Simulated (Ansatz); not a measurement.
`[NH2][GeH]([OH])[CH2]Cl` + `CBS` → `CB(S)CCl` + `[NH2][GeH2][OH]`  (formal exchange of groups at a C–Ge bond)

Program: Ansatz. Geometries: PBE0-D4/def2-TZVP. ΔE: electronic, gas phase. CCSD(T)/CBS is the MP2 limit (def2-TZVPP, def2-QZVPP) plus CCSD(T) − MP2 in def2-TZVPP, frozen cores. Functionals use def2-TZVPP. B3LYP here is the variant with VWN-RPA as its local correlation; programs differ in this. For Ge outer-core shells are correlated without core-valence functions, which leaves a few kJ/mol of doubt a bond. Scalar relativity is left out up to krypton. Each species was taken in one conformer, which may not be the lowest.

`[NH2][GeH]([OH])[CH2]Cl`:

Z-matrix (Å, degrees):
```
Ge
O 1 1.779
C 1 1.960 2 102.0
N 1 1.826 2 107.4 3 121.9
H 1 1.538 2 112.8 3 -120.2
H 2 0.960 1 111.6 3 -162.9
Cl 3 1.782 1 109.4 2 178.6
H 3 1.089 1 111.4 2 -62.0
H 3 1.089 1 110.9 2 59.4
H 4 1.010 1 114.9 2 156.5
H 4 1.010 1 115.9 2 -74.7
```

`CBS`:

```xyz
8

C    -1.040    0.050    0.359
B     0.331    0.054   -0.380
S     1.814   -0.384    0.506
H    -1.731   -0.629   -0.154
H    -1.500    1.042    0.284
H    -0.998   -0.232    1.413
H     0.423    0.344   -1.536
H     2.701   -0.245   -0.493
```

`CB(S)CCl`:

Z-matrix (Å, degrees):
```
C
B 1 1.568
H 1 1.097 2 108.6
H 1 1.091 2 114.0 3 -119.5
H 1 1.094 2 112.0 3 116.8
S 2 1.777 1 119.0 3 103.5
C 2 1.577 1 117.4 3 -76.0
H 6 1.348 2 97.1 1 -177.7
Cl 7 1.783 2 117.9 1 175.2
H 7 1.093 2 109.8 1 52.8
H 7 1.094 2 108.8 1 -63.3
```

`[NH2][GeH2][OH]`:

Cartesian coordinates in Å:
```
N -0.918 -0.097 -1.052
Ge 0.096 0.259 0.415
O 1.736 -0.275 -0.027
H -1.190 -1.057 -1.199
H -1.706 0.515 -1.200
H -0.288 -0.517 1.699
H 0.047 1.781 0.634
H 2.223 -0.609 0.729
```

(1) Is it downhill or uphill in electronic energy at CCSD(T)/CBS, and by how much? (Best estimate.)

(2) What do these levels give: B3LYP-D4, B2PLYP, SCS-MP2/def2-TZVPP, HF/def2-QZVPP, MP2/def2-QZVPP, CCSD/CBS(def2)? (Best estimate.)

Largest T1 diagnostic among the species: 0.013.

Answers

(1) Ansatz gave: Downhill: ΔE = -1.9 kcal/mol.

(2) The calculation gave: B3LYP-D4 -2.6, B2PLYP -1.9, SCS-MP2/def2-TZVPP -1.2, HF/def2-QZVPP -0.6, MP2/def2-QZVPP -2.1, CCSD/CBS(def2) -1.7 kcal/mol.

In def2-TZVPP, CCSD(T) changes the Hartree–Fock value by −1.1 kcal/mol (the triples alone add −0.3 kcal/mol) and MP2 by −1.4 kcal/mol.
